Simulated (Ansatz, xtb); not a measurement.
Two isomers of C4H6N2S

Structure a is `CSc1cnc[nH]1`, a singlet and structure b is `CCc1ncsn1`, a singlet. Both are isolated molecules in the gas phase, relaxed with r2SCAN-D4/def2-SVP; the shapes shown needn't be the lowest conformers.

a (Å):

```xyz
13

C    -2.1145    0.2199   -0.4207
C     0.0926   -1.3157   -0.1043
C     0.0497   -1.7770   -1.4122
C     1.7594   -2.7136   -0.5187
N     1.0916   -2.6404   -1.6441
N     1.1948   -1.9265    0.4534
S    -0.8968   -0.2220    0.8412
H    -2.6675   -0.6689   -0.7593
H    -1.6297    0.7129   -1.2765
H    -2.8113    0.9218    0.0568
H    -0.6745   -1.5298   -2.1871
H     2.6537   -3.3098   -0.3329
H     1.5173   -1.8064    1.4074
```

b (Å):

```xyz
13

C    -0.2646    0.1626   -1.7759
C    -0.1797   -1.3476   -1.9994
C     0.8616   -1.9921   -1.1381
C     2.8914   -2.2773   -0.3868
N     2.1728   -1.5896   -1.2308
N     0.5444   -2.9392   -0.2730
S     1.9404   -3.4096    0.5104
H    -1.0071    0.6152   -2.4503
H     0.7105    0.6360   -1.9652
H    -0.5594    0.3926   -0.7400
H     0.0794   -1.5510   -3.0536
H    -1.1416   -1.8396   -1.7947
H     3.9713   -2.1606   -0.2564
```

Question: Estimate which is lower in electronic energy at CCSD(T)/def2-SVP + ΔMP2/def2-TZVPP, and by roughly how much.

Answer: The CCSD(T)/def2-SVP + ΔMP2/def2-TZVPP calculation puts structure b lower, by 33.5 kJ/mol.

Level by level:

```csv
level,geometry,E(b) − E(a) (kJ/mol),departure from the last row (kJ/mol),"job, with rough time for the two"
GFN2-xTB,GFN2-xTB,−21.7,+11.8,"optimisation, 0.17 s"
HF/STO-3G,GFN2-xTB,−28.6,+4.9,"single point, 0.34 s"
r2SCAN-D4/def2-SVP//GFN2-xTB,GFN2-xTB,−8.6,+24.9,"single point, 3.5 s"
r2SCAN-D4/def2-SVP,r2SCAN-D4/def2-SVP,−10.7,+22.8,"optimisation, 31 s"
HF/def2-SVP,r2SCAN-D4/def2-SVP,+0.3,+33.8,part of the CCSD(T) run
MP2/def2-SVP,r2SCAN-D4/def2-SVP,−17.2,+16.3,part of the CCSD(T) run
CCSD(T)/def2-SVP,r2SCAN-D4/def2-SVP,−23.2,+10.3,single point
CCSD(T)/def2-SVP + ΔMP2/def2-TZVPP,r2SCAN-D4/def2-SVP,−33.5,,"single point, 50 s"
```

As drawn, b has 2 C–C, 1 C∷S, 1 N∷S, 1 C–H in place of 2 C–S, 1 C∷C, 1 C∷N, 1 N–H (∷ is an aromatic bond).

HF/def2-SVP finds them nearly level. The largest departure from CCSD(T)/def2-SVP + ΔMP2/def2-TZVPP is that of HF/def2-SVP, 33.8 kJ/mol. The last row adds to CCSD(T) the change of the MP2 difference between the two basis sets, here −10.3 kJ/mol.

With thermal terms from frequencies at re-optimised GFN2-xTB minima (ideal gas, soft modes damped towards free rotors, one conformer each, 298.15 K, 1 atm): the zero-point term adds +1.6 kJ/mol; ΔH is −32.6 and ΔG −31.2 kJ/mol.

The correlated steps freeze 11 core orbitals. Programs: Ansatz 0.2.0, xtb 6.7.1; the last row on 4 threads of Arm Neoverse V1 on a shared host.
